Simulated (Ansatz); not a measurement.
`N=C(N)BCl` and `N=C(N)BF` differ in one element.

Ansatz, PBE0-D4/def2-TZVP geometries, multiplicity 1. Each molecule was computed in one conformer, which needn't be the lowest.

```tsv
property	`N=C(N)BCl`
HOMO energy (PBE/def2-TZVPP) / eV	-5.89
HOMO–LUMO gap (PBE/def2-TZVPP) / eV	2.62
HOMO–LUMO gap (PBE0/def2-TZVPP) / eV	4.74
LUMO energy (ωB97M-V/def2-TZVPP) / eV	-0.32
LUMO energy (B3LYP/def2-TZVPP) / eV	-2.56
ideal-gas entropy at 298 K and 1 bar (rigid rotor, harmonic PBE0-D4/def2-TZVP) / J/(mol·K)	325
```

Problem. Give the same properties after the change, and the shifts. (An estimate is asked.)

Solution. The calculation gave: 
```csv
property,`N=C(N)BF`,shift
HOMO energy (PBE/def2-TZVPP) / eV,-5.93,-0.04
HOMO–LUMO gap (PBE/def2-TZVPP) / eV,3.15,0.53
HOMO–LUMO gap (PBE0/def2-TZVPP) / eV,5.32,0.58
LUMO energy (ωB97M-V/def2-TZVPP) / eV,0.26,0.58
LUMO energy (B3LYP/def2-TZVPP) / eV,-2.07,0.49
"ideal-gas entropy at 298 K and 1 bar (rigid rotor, harmonic PBE0-D4/def2-TZVP) / J/(mol·K)",315,-10
```

B3LYP here is the variant with VWN-RPA as its local correlation; programs differ in this.
